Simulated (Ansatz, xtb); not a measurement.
Ligand exchange: HCN + C3H9NSi → CH2N2 + C3H8Si

Species: HCN `C#N`, singlet; C3H9NSi `CC(C)[Si]N`, singlet; CH2N2 (cyanamide) `N#CN`, singlet; C3H8Si `CC(C)[SiH]`, singlet. The partners trade H for NH2: C–H and Si–NH2 bonds give way to C–NH2 and Si–H.

Shapes, held fixed at every level: PBE0-D4/def2-TZVP. Flexible molecules stand in one conformer, not always the lowest. Programs: Ansatz 0.2.0, xtb 6.7.1. The zero-point and thermal change to 298 K, harmonic and unscaled (PBE0-D4/def2-TZVP), is -7.3 kJ/mol.

Problem. Estimate ΔH(298 K) of this reaction.

Solution. The highest level, CCSD(T)/CBS estimate, gives ΔH(298 K) = +166.5 kJ/mol; the levels span +122.6 to +166.5. The column of differences is taken from that level and isn't an error. No measured value is set beside it here. The CBS estimate extrapolates MP2 from def2-TZVPP and def2-QZVPP and adds CCSD(T) − MP2 in the triple-zeta set, cores frozen. Times are processor times on shared x86 and Arm servers, and rough.

```csv
level,kind,ΔH(298 K) (kJ/mol),less CCSD(T)/CBS estimate,CPU time (sum over the molecules)
GFN1-xTB,semi-empirical,+122.6,-43.9,0.17 s
BHLYP-D4/def2-TZVPP,global hybrid,+156.8,-9.7,29 s
PBE0-D4/def2-TZVPP,global hybrid,+134.0,-32.5,29 s
r2SCAN0-D4/def2-TZVPP,global hybrid,+142.1,-24.4,51 s
wB97X-V/def2-TZVPP,range-separated hybrid,+149.0,-17.5,78 s
MP2/def2-TZVPP,perturbation theory,+163.4,-3.1,–
CCSD/def2-TZVPP,coupled cluster or CI,+162.6,-3.9,–
CCSD(T)/CBS estimate,coupled cluster or CI,+166.5,0.0,46 min
```
